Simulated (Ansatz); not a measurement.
`O[SiH2]OBF` + `OCS` → `O[SiH2]OCS` + `OBF`  (ligand exchange at the Si–O bond)

Calculated with Ansatz (gas phase, PBE0-D4/def2-TZVP geometries, no zero-point term in ΔE). CCSD(T)/CBS is the MP2 limit (def2-TZVPP, def2-QZVPP) plus CCSD(T) − MP2 in def2-TZVPP, frozen cores. This one scheme is used for every species. Each species was taken in one conformer, which may not be the lowest.

| species | HF/def2-QZVPP energy (Eh) |
| --- | --- |
| `O[SiH2]OBF` | -565.48927 |
| `OCS` | -512.65306 |
| `O[SiH2]OCS` | -877.77697 |
| `OBF` | -200.36625 |

Work out ΔE.

ΔE = (-877.77697) + (-200.36625) − (-565.48927) − (-512.65306) = -0.00089 Eh = -2.3 kJ/mol. CCSD(T)/CBS gives -17.4 kJ/mol.

Largest T1 diagnostic among the species: 0.013.

In def2-TZVPP, CCSD(T) changes the Hartree–Fock value by −14.9 kJ/mol (the triples alone add −3.3 kJ/mol) and MP2 by −16.4 kJ/mol. The D4 term adds −7.1 kJ/mol with B3LYP and −3.9 kJ/mol with PBE0; it sums over pairs of atoms, weighted by their polarisabilities, and B3LYP, whose exchange is more repulsive, gets the larger term.

B3LYP here is the variant with VWN-RPA as its local correlation; programs differ in this.
